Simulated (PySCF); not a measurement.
## Spin-Hamiltonian simulation

Molecule: `O=C=Nc1ccccc1F`, C7H4FNO.

Molfile (atoms numbered from 1):
```
C7H4FNO
     RDKit          3D

 14 14  0  0  0  0  0  0  0  0999 V2000
    4.2033    0.1260   -0.5854 O   0  0  0  0  0  0  0  0  0  0  0  0
    3.0965    0.3978   -0.3429 C   0  0  0  0  0  0  0  0  0  0  0  0
    1.9980    0.8118   -0.0618 N   0  0  0  0  0  0  0  0  0  0  0  0
    0.6857    0.3952    0.0122 C   0  0  0  0  0  0  0  0  0  0  0  0
   -0.3282    1.2830    0.3847 C   0  0  0  0  0  0  0  0  0  0  0  0
   -1.6504    0.8537    0.4557 C   0  0  0  0  0  0  0  0  0  0  0  0
   -1.9768   -0.4684    0.1562 C   0  0  0  0  0  0  0  0  0  0  0  0
   -0.9780   -1.3669   -0.2171 C   0  0  0  0  0  0  0  0  0  0  0  0
    0.3343   -0.9299   -0.2846 C   0  0  0  0  0  0  0  0  0  0  0  0
    1.3034   -1.7718   -0.6404 F   0  0  0  0  0  0  0  0  0  0  0  0
   -0.0520    2.3132    0.6152 H   0  0  0  0  0  0  0  0  0  0  0  0
   -2.4314    1.5587    0.7471 H   0  0  0  0  0  0  0  0  0  0  0  0
   -3.0134   -0.8064    0.2121 H   0  0  0  0  0  0  0  0  0  0  0  0
   -1.1968   -2.4087   -0.4584 H   0  0  0  0  0  0  0  0  0  0  0  0
  1  2  2  0
  2  3  2  0
  3  4  1  0
  4  5  2  0
  5  6  1  0
  6  7  2  0
  7  8  1  0
  8  9  2  0
  9 10  1  0
  9  4  1  0
  5 11  1  0
  6 12  1  0
  7 13  1  0
  8 14  1  0
M  END
```

Calculated, not measured (PySCF 2.14.0 with density-fitted response routines): σ from GIAO-KT2/pcSseg-1, B3LYP/pcJ-1 coupling constants (spin–dipole term only in couplings to heteroatoms), geometry: PBE0-D3(BJ)/def2-SVP. Gas phase, one conformer, relativity neglected.

Chemical shifts δ = σref − σ; $^{1}$H (σref 31.18) vs TMS, all at this level.

The 5-spin Hamiltonian (Zeeman plus full scalar coupling among like nuclei) was diagonalised exactly; lines are Lorentzian, 0.4 Hz wide, and the maxima above 3 % are listed with the tallest set to 100.

Peak list at 400 MHz for the spins F10/H11/H12/H13/H14:
```
    Hz    ppm  height
2781.8  6.954      12
2781.2  6.953      13
2779.9  6.950      14
2778.3  6.946      13
2776.8  6.942       7
2776.2  6.940       6
2774.8  6.937      12
2773.7  6.934      49
2772.4  6.931      14
2771.7  6.929      26
2771.2  6.928      31
2769.0  6.922      37
2767.5  6.919      37
2766.9  6.917      21
2765.6  6.914      47
2765.0  6.912      73
2764.0  6.910      39
2762.9  6.907       7
2761.0  6.902      15
2760.7  6.902      17
2759.5  6.899      74
2759.1  6.898      37
2757.4  6.894      33
2756.8  6.892      57
2755.8  6.889      44
2755.1  6.888     100
2754.2  6.886      57
2753.9  6.885      65
2752.4  6.881      37
2751.7  6.879      28
2750.8  6.877      24
2749.1  6.873      17
2748.8  6.872      16
2747.6  6.869      12
2746.7  6.867      28
2746.2  6.866      21
2744.2  6.861      12
2743.8  6.859      18
2742.9  6.857      11
2740.1  6.850       5
2738.7  6.847       7
2736.2  6.841       7
```

Q: Extract the chemical shifts and coupling constants behind this pattern (give the signs of the calculation).

A: 
Shifts (ppm): F10 -146.1, H11 6.93, H12 6.87, H13 6.89, H14 6.91.
Couplings (Hz): F10–H11: 7.4; F10–H12: -1.2; F10–H13: 4.7; F10–H14: 9.9; H11–H12: 8.9; H11–H13: 1.4; H11–H14: 0.3; H12–H13: 8.4; H12–H14: 1.1; H13–H14: 9.2.
These are the parameters used. A line list fixes at most the relative signs, and those only where coupling is strong; other parameter sets or atom labellings may fit too, and couplings well below the line width leave little trace.

Unscaled 3J(H,H) at this level run about 10 % above measured values.
